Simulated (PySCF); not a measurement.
## Diatomic anions of F with the alkali metals

MP2 with double-zeta basis sets in PySCF, for the lowest determinant that a PBE0 search found; no spin–orbit coupling. De refers to high-spin ground-configuration atoms (the charge goes to the atom of lower measured ionisation energy or higher electron affinity, which is not always the lowest computed limit).

```
 M        basis  reference, frozen orbitals  charged atom  state (unpaired electrons)  Re (Å)  ωe (cm⁻¹)  De (eV)
Li  aug-cc-pVDZ                      UHF, 1            F−               doublet (σ ↑)   1.628        826     2.90
Na    def2-SVPD                      UHF, 2            F−               doublet (σ ↑)   2.048        414     1.98
 K    def2-SVPD                      UHF, 6            F−               doublet (σ ↑)   2.339        338     2.00
Cs    def2-SVPD                      UHF, 1            F−               doublet (σ ↑)   2.593        262     1.87
```

Q: The row for M = Rb is missing. Estimate Re, ωe and De as the mean of the rows for K and Cs, and compare with the calculation.

A: The means are 2.466 Å, 300 cm⁻¹ and 1.94 eV. UHF-MP2 in def2-SVPD gives RbF⁻ as a doublet (σ ↑) with Re = 2.482 Å, ωe = 290 cm⁻¹, De = 1.83 eV, so the estimate is off by -1.6 pm, +3 % and +0.11 eV.

The rows differ in basis set, which adds steps of its own.

Correlated steps freeze the inner cores (1 to 6 orbitals); shallow outer-core shells are correlated. Correlated levels converge slowly with the basis: in double zeta they bind strong bonds too weakly, by up to about 1 eV, and carry superposition errors of some tenths. Spin–orbit coupling is left out. For an ion De counts to the pair picked by the measured ionisation energies or electron affinities, which need not be the lowest pair at this level. States were picked by a PBE0 search and need not be the measured ground states.
